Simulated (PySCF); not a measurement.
## PBE on Ca⁺ (calcium, charge +1)

Configuration: [Ar] 4s1, 2S determinant. Calculation: PySCF 2.14, in aug-cc-pVQZ-X2C (8s7p5d3f2g, 93 functions); the spin-free X2C one-electron Hamiltonian (Gaussian nucleus).

| Property | Result |
| --- | --- |
| Total energy | -680.015 hartree |
| One-electron energy | -925.586 hartree |
| Hartree (Coulomb) energy | 281.474 hartree |
| Exchange-correlation energy | -35.903 hartree |
| ⟨S²⟩ | 0.7501 |
| ⟨L²⟩ | 0.000 |
| Sum of ⟨r⟩ | 16.37 bohr |
| Sum of ⟨r²⟩ | 30.16 bohr² |
| Langevin diamagnetic susceptibility | -23.9 ×10⁻⁶ cm³/mol |

```tsv
shell	electrons	mean orbital energy (hartree)	rms radius, mean of both spins (bohr)
1s α	1	-145.32855	0.0888
1s β	1	-145.32744	0.0888
2s α	1	-15.49295	0.396
2s β	1	-15.49180	0.396
2p α	3	-12.56788	0.364
2p β	3	-12.56678	0.364
3s α	1	-1.99294	1.24
3s β	1	-1.98859	1.24
3p α	3	-1.29018	1.38
3p β	3	-1.28459	1.38
4s α	1	-0.34374	3.82
```

Densities and radii are taken from the X2C orbitals without a picture-change correction, which distorts them close to the nucleus.
